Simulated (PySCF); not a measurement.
**Question.** Write Cartesian coordinates for `C=Cc1nccnc1F` as optimised with GFN2-xTB.

**Answer.** 
```
atom  x, y, z in Å
C1     2.5492   -0.6079   -0.2026
C2     1.7024    0.2742    0.3157
C3     0.2620    0.1797    0.1395
N4    -0.2553   -0.8238   -0.5677
C5    -1.5672   -0.8862   -0.7140
C6    -2.4126    0.0604   -0.1533
N7    -1.9246    1.0704    0.5559
C8    -0.6233    1.1212    0.6939
F9    -0.1484    2.1467    1.4120
H10    2.1860   -1.4397   -0.7817
H11    3.6127   -0.5227   -0.0634
H12    2.0459    1.1162    0.9006
H13   -1.9409   -1.7167   -1.2956
H14   -3.4865    0.0277   -0.2615
```

Orientation and origin are arbitrary. Atoms count from 1 in this order. The 4 C–N bonds span 1.310 Å (N7–C8, aromatic) to 1.332 Å (C3–N4, aromatic), a spread of 0.022 Å. The 6-membered ring C3–N4–C5–C6–N7–C8 has internal angles of 116.8° to 123.9° (sum 720°, against 720° for a flat polygon); it is planar, 0.00 Å rms from its mean plane, widest ring torsion 0°. N7 (pyridine-type nitrogen) is bent (angle 116.8°). The 9 heavy atoms lie in one plane (0.000 Å rms).

Bonds between heavy atoms (Å): C1=C2 1.328, C2–C3 1.454, C3–N4 1.332, N4–C5 1.322, C5–C6 1.387, C6–N7 1.327, N7–C8 1.310, C8–F9 1.339, C3–C8 1.406.

Structure optimised with GFN2-xTB, isolated species.

Point group: Cs (every atom within 0.08 Å of its image). Stationary, but not proved a minimum. The numbers are those of one conformer (C1–C2–C3–N4 0°).

These are computed values.
